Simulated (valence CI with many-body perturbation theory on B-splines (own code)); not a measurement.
Tc²⁹⁺: one-electron terms

Method: valence CI with perturbative core correlation (CI+MBPT): four valence electrons over a frozen Dirac-Fock core [Ne], radial functions for each j: 11 s, 11 p, 10 d, 8 f, 5 g, 2 h, with the one-electron correlation potential Σ1, the two-electron term Σ2, the three-electron term Σ3, Breit, model QED; selected CI, second order for the rest, scaled by the run's own slope (own B-spline code, finite nucleus).

No measured spectrum was set against this ion. As an estimate, large intervals hold to a few tenths of a per cent, small ones and those within an open d or f shell to about a per cent. Among the levels kept, up to 700 cm⁻¹ of a level comes from second order outside the variational space, and about a tenth of that is noise between levels of different J, which matters for small intervals.

These are the spectroscopic orbitals of the CI (the correlating ones are not listed), shaped by the core and the other valence electrons. h is the expectation value of the core's Dirac-Fock operator, without the valence repulsion; Σ1 is computed up to l = 3 at one energy for each symmetry, that of its lowest orbital but kept below the first core excitation, so for empty shells it is not the orbital's own correlation shift; Breit and QED include the response of the core.

| Orbital | h (hartree) | Σ1 (cm⁻¹) | Breit (cm⁻¹) | QED (cm⁻¹) | ⟨r⟩ (bohr) |
| --- | --- | --- | --- | --- | --- |
| 3s1/2 | -69.814 | -6115 | 6455 | 4700 | 0.3645 |
| 4s1/2 | -37.744 | -1991 | 2461 | 1838 | 0.6820 |
| 5s1/2 | -23.601 | -895 | 1164 | 882 | 1.103 |
| 6s1/2 | -16.145 | -485 | 647 | 493 | 1.623 |
| 7s1/2 | -11.736 | -293 | 397 | 303 | 2.243 |
| 8s1/2 | -8.9147 | -191 | 261 | 200 | 2.962 |
| 3p1/2 | -67.13 | -7636 | 10628 | -194 | 0.3497 |
| 4p1/2 | -36.626 | -2451 | 4078 | -71.3 | 0.6762 |
| 5p1/2 | -23.041 | -1117 | 1975 | -34.0 | 1.104 |
| 6p1/2 | -15.825 | -609 | 1109 | -18.9 | 1.631 |
| 7p1/2 | -11.537 | -370 | 684 | -11.6 | 2.258 |
| 8p1/2 | -8.7824 | -242 | 452 | -7.6 | 2.984 |
| 3p3/2 | -66.014 | -7232 | 6551 | 261 | 0.3565 |
| 4p3/2 | -36.176 | -2358 | 2478 | 104 | 0.6853 |
| 5p3/2 | -22.817 | -1081 | 1236 | 51.5 | 1.115 |
| 6p3/2 | -15.697 | -591 | 693 | 29.2 | 1.645 |
| 7p3/2 | -11.457 | -360 | 427 | 18.1 | 2.274 |
| 8p3/2 | -8.7294 | -236 | 282 | 12.0 | 3.002 |
| 3d3/2 | -62.504 | -8659 | 4657 | -190 | 0.3124 |
| 4d3/2 | -34.835 | -2360 | 1663 | -66.1 | 0.6532 |
| 5d3/2 | -22.161 | -1043 | 792 | -31.4 | 1.093 |
| 6d3/2 | -15.327 | -563 | 441 | -17.5 | 1.631 |
| 7d3/2 | -11.227 | -341 | 271 | -10.8 | 2.269 |
| 3d5/2 | -62.264 | -8315 | 2137 | -46.7 | 0.3143 |
| 4d5/2 | -34.731 | -2261 | 758 | -9.3 | 0.6556 |
| 5d5/2 | -22.107 | -1000 | 366 | -3.1 | 1.096 |
| 6d5/2 | -15.296 | -540 | 204 | -1.3 | 1.635 |
| 7d5/2 | -11.208 | -327 | 126 | -0.7 | 2.274 |
| 4f5/2 | -34.022 | -1856 | 128 | -19.4 | 0.5806 |
| 5f5/2 | -21.752 | -914 | 88.5 | -10.8 | 1.027 |
| 6f5/2 | -15.093 | -518 | 56.7 | -6.5 | 1.573 |
| 7f5/2 | -11.082 | -322 | 37.9 | -4.2 | 2.218 |
| 4f7/2 | -33.98 | -1825 | 23.4 | 3.8 | 0.5817 |
| 5f7/2 | -21.73 | -897 | 16.2 | 1.0 | 1.029 |
| 6f7/2 | -15.081 | -508 | 10.1 | 0.3 | 1.574 |
| 7f7/2 | -11.074 | -316 | 6.8 | 0.1 | 2.220 |
| 5g7/2 | -21.646 |  | 2.3 | -3.7 | 0.9106 |
| 6g7/2 | -15.034 |  | 2.3 | -2.2 | 1.458 |
| 7g7/2 | -11.044 |  | 1.8 | -1.4 | 2.106 |
| 5g9/2 | -21.634 |  | 0.1 | 2.7 | 0.9113 |
| 6g9/2 | -15.027 |  | 0.1 | 1.5 | 1.459 |
| 7g9/2 | -11.04 |  | 0.1 | 0.9 | 2.107 |
| 6h9/2 | -15.012 |  |  |  | 1.298 |
| 6h11/2 | -15.007 |  |  |  | 1.299 |

Among the shells of the start configuration 3s2 3p2, Σ1 is largest in size for 3p1/2, where it is 0.052 % of h.

Lowest root of each symmetry, sizes in configuration state functions:

```tsv
J	Parity	Roots	Reference	Variational	Second order	Change by selected CI (cm⁻¹)	Change by second order (cm⁻¹)
0	even	12	61	25375	91343	-7989	-1
1	even	17	125	31970	199449	-7102	-76
2	even	24	164	31913	351545	-7927	-152
3	even	15	123	31995	322046	-6917	-150
4	even	10	79	31996	315700	-6139	-105
5	even	3	28	32137	204291	-7420	-58
0	odd	11	55	25644	66910	-8101	-2
1	odd	25	145	31982	186993	-7440	-122
2	odd	30	177	31991	232203	-4925	-169
3	odd	24	153	31990	268634	-6135	-333
4	odd	15	100	31928	294650	-8146	-325
5	odd	6	48	32136	246650	-10100	-148
6	odd	2	16	30508	130846	-8091	-15
```
